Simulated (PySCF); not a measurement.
CH7ClOSi3, SMILES O[C@H]1[SiH2][Si@@H](Cl)[SiH2]1. Atoms are numbered in the order given.

```xyz
13

O     -1.6950     0.0590     1.2580
C     -1.6757    -0.7603     0.0705
Si    -0.0456    -1.7720     0.2932
Si     1.1266     0.1192    -0.5103
Cl     1.6905     1.5483     0.9118
Si    -1.0631     0.3734    -1.3787
H     -2.2559     0.8395     1.0837
H     -2.6150    -1.3421    -0.0794
H      0.0425    -2.8513    -0.7598
H      0.1425    -2.3659     1.6614
H      2.2838    -0.0625    -1.4533
H     -1.7705     1.7071    -1.3497
H     -1.2033    -0.2440    -2.7488
```

The structure is a stationary point at PBE-D3(BJ)/def2-SVP. The structure was generated by enumeration; whether it is a known compound was not checked. Other conformers were not sampled.

Method: PBE/def2-TZVP run with PySCF.

Atomic charges (e):

```tsv
atom	Löwdin	Mulliken	meta-Löwdin
O1	0.00	-0.38	-0.51
C2	-0.54	-0.10	-0.29
Si3	0.17	0.09	0.33
Si4	-0.18	0.21	0.30
Cl5	0.19	-0.22	-0.27
Si6	0.15	0.03	0.28
H7	0.18	0.30	0.34
H8	0.12	0.10	0.11
H9	-0.01	-0.02	-0.07
H10	-0.02	0.00	-0.05
H11	-0.03	-0.01	-0.06
H12	-0.02	-0.01	-0.06
H13	-0.02	-0.01	-0.06
```

Question: Give the Mayer and Wiberg (Löwdin basis) orders of the bonds. (The exact figures need the calculation; the answer reports its results.)

Answer: 
```csv
bond,Mayer,Wiberg
O1–C2,1.01,1.52
C2–Si3,0.93,1.08
Si3–Si4,0.92,1.06
Si4–Cl5,1.12,1.80
C2–Si6,0.96,1.09
Si4–Si6,0.91,1.06
O1–H7,0.89,1.01
C2–H8,0.90,0.87
Si3–H9,0.91,0.91
Si3–H10,0.92,0.93
Si4–H11,0.90,0.93
Si6–H12,0.92,0.92
Si6–H13,0.91,0.92
```
